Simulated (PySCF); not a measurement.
Molecule: CH3Be, net charge 0, doublet state. It need not be the lowest isomer of its formula. 
Coordinates optimised at B3LYP-D3(BJ)/def2-TZVP (Ansatz):
```
C
H 1 1.0954
H 1 1.0954 2 107.40
H 1 1.0954 2 107.40 3 115.26
Be 1 1.6857 2 111.47 3 -122.37
```
Charge 0, spin multiplicity 2.

Dispersion corrections to the total energy (kcal/mol) from the dftd3 and dftd4 libraries through PySCF: D3(BJ) without and D4 with the three-body term, each with the damping fitted for the functional named.

```tsv
functional	D3(BJ)	D4
PBE0	___	-1.04
PBE	-1.44	-1.28
B2PLYP	___	-0.88
revPBE	-3.95	-4.95
B2GP-PLYP	-0.88	-0.51
PW6B95	-0.65	-1.18
r2SCAN	___	-0.29
```

Fill in the missing entries.


- PBE0, D3(BJ): -1.19
- B2PLYP, D3(BJ): -1.13
- r2SCAN, D3(BJ): -0.35
